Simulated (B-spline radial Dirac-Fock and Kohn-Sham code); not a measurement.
Binding energies of Mo at several levels of theory

System: neutral molybdenum, configuration [Kr] 4d5 5s1.

The density-functional columns are spherical, spin-unpolarised Dirac-Kohn-Sham results without Breit or QED terms: −ε is minus the orbital energy of the initial state and ΔSCF the difference of two total energies. The reference in the last column comes from multi-electron Dirac-Fock with separately optimised hole states, Breit and Lamb-shift corrections added in first order. All numbers are from a radial atomic solver, in eV; a selection of levels is shown. For the 1s level of heavy atoms much of the gap between ΔSCF and the reference is the Breit and QED part, -54.4 eV here; for other levels the error of the functional can be larger.

| level | LDA −ε | LDA ΔSCF | PBE ΔSCF | PBE0 −ε | Dirac-Fock |
| --- | --- | --- | --- | --- | --- |
| K (1s) | 19785.0 | 20055.1 | 20083.4 | 19890.5 | 20007.0 |
| L1 (2s) | 2794.5 | 2839.0 | 2841.9 | 2828.5 | 2879.9 |
| L2 (2p1/2) | 2572.7 | 2628.2 | 2629.1 | 2599.8 | 2634.1 |
| L3 (2p3/2) | 2466.3 | 2519.4 | 2520.1 | 2493.1 | 2529.2 |
| M1 (3s) | 475.1 | 489.6 | 490.6 | 490.6 | 515.5 |
| M2 (3p1/2) | 390.6 | 405.3 | 405.6 | 403.2 | 421.4 |
| M3 (3p3/2) | 373.1 | 387.4 | 387.7 | 385.4 | 403.7 |
| M4 (3d3/2) | 223.1 | 238.3 | 237.9 | 231.1 | 237.9 |
| M5 (3d5/2) | 219.8 | 234.9 | 234.5 | 227.8 | 234.7 |
| N2 (4p1/2) | 40.31 | 45.89 | 45.72 | 43.56 | 46.46 |
| N3 (4p3/2) | 37.78 | 43.27 | 43.16 | 41.03 | 44.02 |
| N4,5 (4d) | 3.94 | 8.26 | 8.06 | 3.91 | 6.29 |
| O1 (5s) | 4.32 | 7.18 | 6.89 | 4.03 | 5.61 |

Q: Order the estimates of the K (1s) level by their distance from the Dirac-Fock value, nearest first.
A. PBE0 −ε
B. PBE ΔSCF
C. LDA ΔSCF
D. LDA −ε

A: C (48.1 eV), B (76.4 eV), A (116.5 eV), D (222.0 eV).

For the outermost level NIST gives 7.09243 eV (measured); the differences from it are LDA −ε -2.77, LDA ΔSCF +0.08, PBE ΔSCF -0.20, PBE0 −ε -3.06, Dirac-Fock -1.48 eV.

Values without a named source are computed, but for edge energies of neutral atoms, which are taken from tables.
